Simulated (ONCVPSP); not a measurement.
# Configuration tests for ruthenium (Ru) (ONCV)

ONCVPSP 4.0.1 input, shortened (lines: element, Z, core and valence counts, functional; n l f; lmax; l rc ep ncon nbas qcut; lloc lpopt rc5 dvloc0; l nproj debl; icmod fcfact rcfact), PBE, scalar-relativistic:

```
  Ru 44.00    6    4        4      upf
    1    0    2.00
    2    0    2.00
    2    1    6.00
    3    0    2.00
    3    1    6.00
    3    2   10.00
    4    0    2.00
    4    1    6.00
    4    2    7.00
    5    0    1.00
    2
    0    1.80    0.00    4    8    8.30
    1    1.90    0.00    4    7    9.20
    2    1.85    0.00    4    9    9.90
    4    3    1.45    0.00
    0    2    0.50
    1    3    2.60
    2    2    4.00
    4    0.60    0.00
```

Energies are relative to the spin-unpolarised reference configuration 4s2 4p6 4d7 5s1; without spin polarisation the order of configurations can differ from experiment.

| valence configuration | charge | ΔE all-electron (eV) | error AE − PS (meV) |
| --- | --- | --- | --- |
| 4s2 4p6 4d6 5s0 | +2 | 25.479 | -2.3 |
| 4s2 4p6 4d5 5s0 | +3 | 56.101 | -0.7 |
| 4s2 4p6 4d7 5s0.5 | +0.5 | 2.863 | -0.7 |

(1) What are ΔE and the potential's error for 4s2 4p6 4d7 5s0?

## Answers

(1) ΔE = 7.292 eV all-electron; the error (AE − PS) is -2.1 meV.
